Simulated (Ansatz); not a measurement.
Consider the hydrogenolysis of the Si–O bond: `CO[SiH](O)F` + H₂ → `CO[SiH2]F` + H₂O.

Calculated with Ansatz (gas phase, PBE0-D4/def2-TZVP geometries, no zero-point term in ΔE). CBS: MP2 limit from def2 TZ/QZ plus the TZ coupled-cluster correction, frozen cores. This one scheme is used for every species. Functionals use def2-TZVPP. HSE06 is defined as in plane-wave codes. One conformer a species, not always the lowest.

`CO[SiH](O)F`:

```xyz
10

C     1.607    0.068   -0.213
O     0.256    0.296   -0.558
Si   -1.031   -0.318    0.218
O    -2.371    0.394   -0.348
F    -0.841   -0.043    1.778
H     1.877   -0.985   -0.345
H     1.807    0.357    0.822
H     2.231    0.670   -0.874
H    -1.187   -1.772    0.059
H    -2.346    1.333   -0.538
```

H₂:

Cartesian coordinates in Å:
```
H 0.101 -0.300 0.198
H -0.101 0.300 -0.198
```

`CO[SiH2]F`:

Cartesian coordinates in Å:
```
C 0.823 0.830 0.725
O -0.424 0.634 0.091
Si -0.885 -0.726 -0.664
F -0.068 -0.936 -2.021
H 1.587 1.112 -0.005
H 0.715 1.637 1.451
H 1.155 -0.072 1.252
H -2.310 -0.563 -1.005
H -0.593 -1.914 0.175
```

H₂O:

Z-matrix (Å, degrees):
```
O
H 1 0.960
H 1 0.960 2 105.1
```

```
   level  ΔE (kJ/mol)
 PBE0-D4         96.0
HSE06-D4         95.8
```

Task: What does CCSD(T)/CBS give? (An estimate is asked.)

Result: The calculation gave: +99.6 kJ/mol. The listed levels differ from it by -3.6, -3.8 kJ/mol.

Largest T1 diagnostic among the species: 0.011.

From BLYP to BHLYP (50 % exact exchange), in def2-TZVPP and without D4, ΔE moves by +5.3 kJ/mol. Leaving LDA and LC-ωPBE aside and taking each functional with its dispersion term where it has one, the values, not all of them listed here, spread over 12.7 kJ/mol, from PBE-D4 to r2SCAN-D4. LDA lies +9.9 kJ/mol from PBE without D4.
